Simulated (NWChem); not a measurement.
# Total energies of phosphorus nitride (NP)

```xyz
2

N      0.0000     0.0000     1.0149
P      0.0000     0.0000    -0.4736
```
Charge 0, spin multiplicity 1.

All runs are NWChem calculations. All single points use one geometry, from PBE0/def2-SVP, a minimum by its harmonic frequencies.

Basis set: def2-QZVP (127 functions).

```json
[
 {"method": "RHF", "total energy (Ha)": "-395.18762", "relative cost": "1"},
 {"method": "MP2", "total energy (Ha)": "-395.55861", "relative cost": "under 3"},
 {"method": "B2PLYP", "total energy (Ha)": "-395.96735", "relative cost": "under 3"},
 {"method": "PBE", "total energy (Ha)": "-395.89909", "relative cost": "under 3"},
 {"method": "B3LYP", "total energy (Ha)": "-396.13180", "relative cost": "under 3"},
 {"method": "PBE0", "total energy (Ha)": "-395.91283", "relative cost": "under 3"},
 {"method": "CCSD(T)", "total energy (Ha)": "-395.57807", "relative cost": "70"}
]
```

Total energies of different functionals aren't comparable as a measure of quality: only differences taken within one method are. Relative cost: rough, from shared machines, SCF included, RHF = 1.

The correlated methods keep 6 core orbitals frozen. B3LYP has NWChem's definition, with VWN1-RPA local correlation. Coupled-cluster values serve here as a point of comparison, not as the truth.
